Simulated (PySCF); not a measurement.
# How the method moves the HOMO and LUMO of `COB(O)SC`

C2H7BO2S.
SMILES with atom numbers: `[CH3:1][O:2][B:3]([OH:4])[S:5][CH3:6]` (hydrogens: H7, H8, H9 on C1; H10 on O4; H11, H12, H13 on C6)

Geometry (PBE0-D3(BJ)/def2-SVP, Å), atoms numbered from 1 in this order:
```
atom  x, y, z in Å
C1    -1.799    0.784    0.056
O2    -0.462    0.373    0.007
B3    -0.114   -0.930   -0.204
O4    -1.002   -1.947   -0.381
S5     1.648   -1.363   -0.257
C6     2.413    0.255    0.041
H7    -2.332    0.579   -0.891
H8    -2.351    0.302    0.883
H9    -1.825    1.870    0.223
H10   -1.923   -1.673   -0.376
H11    2.172    0.628    1.045
H12    3.499    0.116   -0.041
H13    2.084    0.991   -0.704
```

Basis pcSseg-1 throughout (PySCF), one geometry. One conformer (not necessarily the lowest) at the PBE0-D3(BJ)/def2-SVP geometry, without solvent, vibrations or thermal averaging.

Problem. How do the orbital energies, the gap and the dipole change with the method?

Solution. 
```csv
method,kind,HOMO (eV),LUMO (eV),gap (eV),μ (D),SCF cycles
BLYP,GGA,-5.29,-0.17,5.11,3.65,15
B97-D,GGA,-5.45,-0.03,5.42,3.70,15
PBE,GGA,-5.46,-0.16,5.30,3.71,15
OPBE,GGA,-5.49,0.07,5.56,3.69,15
LDA,LDA,-5.56,-0.34,5.22,3.86,15
BP86,GGA,-5.57,-0.09,5.48,3.76,15
KT2,GGA,-5.57,-0.23,5.34,3.62,16
KT3,GGA,-5.58,-0.30,5.28,3.54,14
B3LYP,global hybrid,-6.43,0.37,6.81,3.80,14
B97-2,global hybrid,-6.46,0.74,7.20,3.84,12
PBE0,global hybrid,-6.70,0.73,7.43,3.88,13
mPW1PW91,global hybrid,-6.73,0.72,7.45,3.89,13
BHandHLYP,global hybrid,-7.77,1.42,9.18,3.97,12
CAM-B3LYP,range-separated hybrid,-7.98,1.56,9.53,3.94,12
wB97X-D,range-separated hybrid,-8.56,2.57,11.13,4.01,13
LC-wPBE,range-separated hybrid,-9.38,2.94,12.32,4.11,14
HF,Hartree–Fock,-9.48,3.65,13.13,4.18,10
```

The HOMO spans 4.20 eV, from BLYP down to HF, and the gap runs from 5.11 eV (BLYP) to 13.13 eV (HF). Over the methods BLYP (0 %), B97-D (0 %), PBE (0 %), OPBE (0 %), LDA (0 %), BP86 (0 %), KT2 (0 %), KT3 (0 %), B3LYP (20 %), B97-2 (21 %), PBE0 (25 %), mPW1PW91 (25 %), BHandHLYP (50 %), HF (100 %), a straight line through the gap against the share of exact exchange rises by 0.78 eV for each 10 % (correlation coefficient 0.998). The dipole ranges from 3.54 D (KT3) to 4.18 D (HF). This basis has no diffuse functions.
